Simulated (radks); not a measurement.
All-electron atom: Sc I in [Ar] 3d1 4s2. Method: non-relativistic Kohn-Sham, exchange-only r2SCAN, spin-polarised, spherical densities, point nucleus; open shells are filled with parallel spins first; meta-GGA in the generalised Kohn-Sham scheme; computed with a radial shooting solver on a logarithmic mesh with Libxc functionals.

Normalised radial functions P(r) = r R(r), r in bohr:

r         3s down    4s up
0.003143   0.0582   0.0153
0.004158   0.0754   0.0199
0.005458   0.0962   0.0253
0.007164   0.1217   0.0321
0.009403   0.1521   0.0401
0.01244    0.1881   0.0495
0.01633    0.2260   0.0595
0.02144    0.2633   0.0693
0.02814    0.2935   0.0772
0.03723    0.3064   0.0806
0.04887    0.2869   0.0754
0.06414    0.2197   0.0575
0.08419    0.0922   0.0237
0.1114    -0.1010  -0.0273
0.1462    -0.3192  -0.0847
0.1919    -0.4992  -0.1312
0.2519    -0.5450  -0.1407
0.3333    -0.3628  -0.0878
0.4375     0.0432   0.0244
0.5743     0.5593   0.1587
0.7538     0.9643   0.2407
0.9973     1.0629   0.1972
1.309      0.8418   0.0183
1.718      0.4887  -0.2271
2.255      0.1999  -0.4509
2.984      0.0521  -0.5655
3.917      0.0106  -0.5222
5.141      0.0012  -0.3661
6.749      0.0001  -0.1886
8.929      0.0000  -0.0652
11.72      0.0000  -0.0151

3s down: eigenvalue -55.541 eV, 2 radial nodes at r = 0.0972, 0.427 bohr, <r> = 1.08 bohr, 90 % of the charge inside 1.62 bohr. 4s up: eigenvalue -3.926 eV, 3 radial nodes at r = 0.0968, 0.416, 1.34 bohr, <r> = 3.79 bohr, 90 % of the charge inside 5.68 bohr.
